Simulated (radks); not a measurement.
Trend from Zr4+ to Cd4+: ionisation energy by Delta-SCF between NIST ground configurations, and size. Method: Dirac Kohn-Sham, BLYP, spin-unpolarised, spherical densities, point nucleus; open shells are shared between the two j in proportion to 2j + 1; computed with a radial shooting solver on a logarithmic mesh with Libxc functionals.

species  configuration  IE (eV)  NIST (eV)       kind   -e(HOMO) (eV)  outermost  <r> outermost (bohr)
Zr4+              [Kr]   80.775      80.35  semi-emp.  71.955 (4p3/2)      4p3/2                  1.33
Nb4+          [Kr] 4d1   50.188     50.573       exp.  43.202 (4d5/2)      4d5/2                  1.62
Mo4+          [Kr] 4d2   53.341      54.42  semi-emp.  46.047 (4d5/2)      4d5/2                  1.53
Tc4+          [Kr] 4d3   56.427         57     theory  48.825 (4d5/2)      4d5/2                  1.45
Ru4+          [Kr] 4d4   59.456         59     theory  51.545 (4d5/2)      4d5/2                  1.38
Rh4+          [Kr] 4d5   62.437         63     theory  54.218 (4d5/2)      4d5/2                  1.32
Pd4+          [Kr] 4d6   65.378         61     theory  56.850 (4d5/2)      4d5/2                  1.26
Ag4+          [Kr] 4d7   68.285         65     theory  59.447 (4d5/2)      4d5/2                  1.21
Cd4+          [Kr] 4d8   71.164         68     theory  62.014 (4d5/2)      4d5/2                  1.16

Reference values: NIST Atomic Spectra Database (exp. = measured, semi-emp. = semi-empirical, theory = theoretical value adopted there). Spin polarisation and multiplet splitting are left out, so open shells lie too high by an amount that depends on their filling. Sharing an open shell by 2j + 1 raises it above the true ground level by a part of the spin-orbit splitting, which enters the differences from NIST.

Beside tabulated values, note that spin-unpolarised runs miss the spin-polarisation part of the exchange energy of open shells.
